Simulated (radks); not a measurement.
Values are calculated unless marked as measured or tabulated.
Species: neutral barium. Configuration: [Xe] 6s2. Code: a radial shooting solver on a logarithmic mesh with Libxc functionals. Model: scalar-relativistic Kohn-Sham, BP86, spin-polarised, spherical densities, finite nucleus; Fermi nuclear charge, rms radius 4.8378 fm. Some entries of the table are withheld. Estimate them.

| orbital | occ. | eigenvalue (eV) | <1/r> (bohr^-1) |
|---|---|---|---|
| 1s | 2 | -37262.82 | 60.70 |
| 2s | 2 | -5889.839 | 13.96 |
| 2p | 6 | (1) | 13.28 |
| 3s | 2 | -1243.362 | 5.043 |
| 3p | 6 | -1048.423 | 4.784 |
| 3d | 10 | -765.1444 | 4.535 |
| 4s | 2 | -243.9456 | 2.084 |
| 4p | 6 | -181.0631 | 1.919 |
| 4d | 10 | -89.7536 | 1.654 |
| 5s | 2 | (2) | 0.8049 |
| 5p | 6 | (3) | 0.6783 |
| 6s | 2 | -3.3530 | 0.2636 |

Answer. 
(1) 2p eigenvalue (eV): -5281.902
(2) 5s eigenvalue (eV): -33.7622
(3) 5p eigenvalue (eV): -18.8083
